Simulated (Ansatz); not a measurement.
Name a neutral molecule of F, N, Zr and H with HOMO energy (PBE/def2-TZVPP) between -6.15 and -5.85 eV and LUMO energy (B3LYP/def2-TZVPP) between -0.95 and -0.65 eV (Ansatz, PBE0-D4/def2-TZVP geometry).

`[NH2][Zr]([NH2])([F])[F]` (-6.14 eV, -0.70 eV). Other molecules can fit too; these were computed, each in one conformer that needn't be the lowest.

B3LYP here is the variant with VWN-RPA as its local correlation; programs differ in this.
